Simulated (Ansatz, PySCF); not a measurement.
The pair A = SiH4 (SMILES [SiH4]) (first 5 atoms), B = C2H2 (SMILES C#C); geometry from B3LYP-D3(BJ)/def2-TZVP.
(charge 0, multiplicity 1):
```xyz
9

Si    -0.29028    -0.03819     0.13972
H     -0.54335    -0.04653    -1.32106
H      1.09636     0.41419     0.38738
H     -0.47526    -1.40576     0.67127
H     -1.24275     0.88784     0.79036
C      0.95296     0.06320     3.63338
C     -0.22600     0.02949     3.83620
H      1.99913     0.09351     3.44983
H     -1.27326    -0.00010     4.01366
```

Frozen-core correlation. CBS(a, b) extrapolates the correlation energy as X⁻³ and adds the Hartree–Fock energy of set b. MP2 and its Hartree–Fock in aug-cc-pV(T+d)Z are density fitted.

Run with Ansatz (Gaussian orbitals); PySCF for the dispersion terms. Each number belongs to the level named beside it.

The monomers are drawn apart, rigid, along the line of their centres of mass. Counterpoise-corrected interaction energies (kcal/mol):

```json
[
 {"level": "PBE-D3(BJ)/def2-TZVPPD", "R = 5.135 Å": "-0.4003", "R = 6.614 Å": "-0.0757"},
 {"level": "wB97M-V/def2-TZVPPD", "R = 5.135 Å": "-0.3270", "R = 6.614 Å": "-0.0702"},
 {"level": "MP2/CBS(aug-cc-pV(D+d)Z, aug-cc-pV(T+d)Z) + ΔCCSD(T)/aug-cc-pV(D+d)Z", "R = 5.135 Å": "-0.3088", "R = 6.614 Å": "-0.0650"}
]
```

R is the distance of the centres of mass. Find the local exponent m of E ∝ R⁻ᵐ between the two points.


m = ln(E₁/E₂)/ln(R₂/R₁): PBE-D3(BJ)/def2-TZVPPD 6.6; wB97M-V/def2-TZVPPD 6.1; MP2/CBS(aug-cc-pV(D+d)Z, aug-cc-pV(T+d)Z) + ΔCCSD(T)/aug-cc-pV(D+d)Z 6.2. For scale, two fixed dipoles give m = 3, dipole and quadrupole 4, quadrupoles 5, and dispersion or dipole-induced dipole 6 at long range; at these distances several terms mix, and what is left of overlap and damping shifts m, so it need not match one of them.

Ansatz is a first-principles code.
